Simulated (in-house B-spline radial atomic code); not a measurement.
# Neutral scandium: [Ar] 3d1 4s2

Level of theory: Dirac-Kohn-Sham B97-1, spherical fractional occupations, Fermi nucleus of rms radius 3.5459 fm; calculated with a radial B-spline atomic code at the basis-set limit.

Screening seen three ways: the hydrogenic charge with the same mean radius, Z_r = [3n² - l(l+1)]/(2<r>), the one with the same energy, Z_e = n√(-2ε), and Slater's rules. Values are occupation-weighted means over j.

| shell | electrons | ε (eV) | <r> (bohr) | Z_r | Z_e | Slater |
| --- | --- | --- | --- | --- | --- | --- |
| 1s | 2 | -4427.5 | 0.07303 | 20.54 | 18.04 | 20.70 |
| 2s | 2 | -485.74 | 0.3427 | 17.51 | 11.95 | 16.85 |
| 2p | 6 | -397.3 | 0.3073 | 16.27 | 10.81 | 16.85 |
| 3s | 2 | -58.902 | 1.073 | 12.59 | 6.24 | 9.75 |
| 3p | 6 | -36.144 | 1.167 | 10.72 | 4.89 | 9.75 |
| 4s | 2 | -4.6741 | 3.721 | 6.45 | 2.34 | 3.00 |
| 3d | 1 | -2.2386 | 1.998 | 5.25 | 1.22 | 3.00 |

The least bound orbital is 3d5/2 at -2.228 eV, while the most diffuse is 4s1/2 (<r> = 3.721 bohr against 2.002 bohr): energy order and size order differ.

Spin-orbit splittings of the orbital energies (j = l + 1/2 above j = l - 1/2 when positive): 2p 4.666 eV, 3p 0.5226 eV, 3d 0.02579 eV.

For the 1s electron the small component carries 0.565 % of the norm, the zero-frequency Breit interaction raises the level by 4.219 eV, self-energy by 1.977 eV, and vacuum polarisation lowers it by 0.1499 eV.

Caution: exact exchange at fractional occupations of open shells leaves self-interaction of up to several eV.
